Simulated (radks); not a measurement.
Values are calculated unless marked as measured or tabulated.
Ionisation of the magnesium ion Mg+, [Ne] 3s1, to [Ne] as the strength of local exchange is varied. Level of theory: non-relativistic Kohn-Sham, Slater X-alpha exchange (alpha = 2/3 is LDA exchange), no correlation, spin-polarised, spherical densities, point nucleus; open shells are filled with parallel spins first (a radial shooting solver on a logarithmic mesh with Libxc functionals).

alpha  E(Mg+) (hartree)  exchange (hartree)  IE (eV)  -e of the level emptied (eV)  <r> of it (bohr)
0.618        -196.96089           -13.29881   14.331                   10.962 (3s)             2.835
0.621        -197.02546           -13.36698   14.354                   10.986 (3s)             2.832
0.667        -198.01766           -14.41663   14.695                   11.359 (3s)             2.798
0.752        -199.86186           -16.37771   15.336                   12.064 (3s)             2.738
0.76         -200.03616           -16.56372   15.397                   12.131 (3s)             2.733
0.792        -200.73457           -17.31022   15.642                   12.403 (3s)             2.711
0.853        -202.07141           -18.74420   16.115                   12.927 (3s)             2.670
0.862        -202.26925           -18.95698   16.185                   13.006 (3s)             2.664

NIST Atomic Spectra Database: 15.035 eV (measured). The Delta-SCF value meets it near alpha = 0.71.
